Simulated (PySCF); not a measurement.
The PySCF input:
```python
from pyscf import gto, scf, dft

mol = gto.M(
    atom='''
Ge    0.00179994   -0.00070314    0.05733512
H    -0.82452945   -1.12293622   -0.60015589
H    -0.59484420    1.27006913   -0.57801941
H     1.36177550   -0.12463243   -0.65654847
''',
    basis='6-31g**',
    spin=1,
    verbose=3,
)

mf = dft.UKS(mol)
mf.xc = 'camb3lyp'
mf = mf.density_fit(auxbasis='def2-universal-jkfit')
mf.kernel()
mf.analyze()
```

Question: What is the computed dipole moment (DF-CAMB3LYP/6-31G** in PySCF)?

Answer: 0.29 D

Question: Estimate the number of basis functions that DF-CAMB3LYP/6-31G** returns for this input.

Answer: 47

Question: What is the computed nuclear repulsion energy (DF-CAMB3LYP/6-31G**)?

Answer: 33.6277 Eh

Question: Estimate the total energy that DF-CAMB3LYP/6-31G** returns for this input.

Answer: -2078.5734 Eh

Question: What is the computed <S^2> (DF-CAMB3LYP/6-31G**)?

Answer: 0.751

Question: Give the HOMO energy at the level DF-CAMB3LYP/6-31G**.

Answer: -8.11 eV

These values belong to the state on which the SCF converged, which isn't shown to be the lowest.
